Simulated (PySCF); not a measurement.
C6H11NOSi2.
SMILES with atom numbers: `[SiH3:1][NH:2][SiH2:3][O:4][c:5]1[cH:6][cH:7][cH:8][cH:9][cH:10]1` (hydrogens: H11, H12, H13 on Si1; H14 on N2; H15, H16 on Si3; H17 on C6; H18 on C7; H19 on C8; H20 on C9; H21 on C10)

Cartesian coordinates in Å at the PBE0-D3(BJ)/def2-SVP level; atoms count from 1:
```xyz
21
C6H11NOSi2 angstrom
Si     4.094   -0.747   -0.415
N      3.034   -0.205    0.864
Si     1.567    0.678    0.714
O      0.309   -0.398    0.409
C     -1.003   -0.146    0.213
C     -1.539    1.147    0.244
C     -2.904    1.340    0.035
C     -3.745    0.256   -0.207
C     -3.207   -1.032   -0.239
C     -1.847   -1.235   -0.031
H      5.519   -0.443   -0.082
H      3.692   -0.008   -1.646
H      3.994   -2.219   -0.666
H      3.219   -0.587    1.788
H      1.678    1.623   -0.431
H      1.278    1.385    1.995
H     -0.892    2.008    0.432
H     -3.310    2.354    0.062
H     -4.813    0.412   -0.371
H     -3.855   -1.891   -0.429
H     -1.408   -2.235   -0.053
```

Computed with PySCF at PBE0/pcSseg-1, non-relativistic, on one gas-phase PBE0-D3(BJ)/def2-SVP geometry that isn't relaxed in the solvent. The solvent is an IEF-PCM continuum (cavity from Bondi-type radii × 1.2). The model holds no explicit solvent molecules, cavitation or dispersion.

```csv
medium,total energy (Eh),HOMO (eV),LUMO (eV),dipole (D)
gas phase,-943.563372,-6.576,-0.218,1.052
methanol (ε = 32.61),-943.571434,-6.724,-0.355,1.342
```

Q: What is E(solvent) − E(gas) in methanol, in kcal/mol?

A: -943.571434 − (-943.563372) = -0.008062 Eh = -5.06 kcal/mol.

Q: Scale it by Onsager's factor (ε − 1)/(2ε + 1) to benzene (ε = 2.271), and compare with the calculation.

A: The factor goes from 0.477 to 0.229, a ratio of 0.480, which gives -2.43 kcal/mol. The calculation gives -2.18 kcal/mol (total energy -943.566848 Eh), so the scaled value is 11.4 % too large in size.

Q: Scale the changes of the other columns the same way. What are the values in benzene?

A: 
```csv
quantity,scaled,computed,difference
HOMO (eV),-6.647,-6.620,-0.027
LUMO (eV),-0.284,-0.259,-0.025
dipole (D),1.191,1.172,+0.019
```

Q: How does each lowering split into the polarisation term (half the interaction with the induced surface charges) and the distortion of the solute's density?

A: methanol: -5.64 + 0.58 kcal/mol, the distortion taking back 10 % of the polarisation term; benzene: -2.28 + 0.10 kcal/mol, the distortion taking back 4 % of the polarisation term.
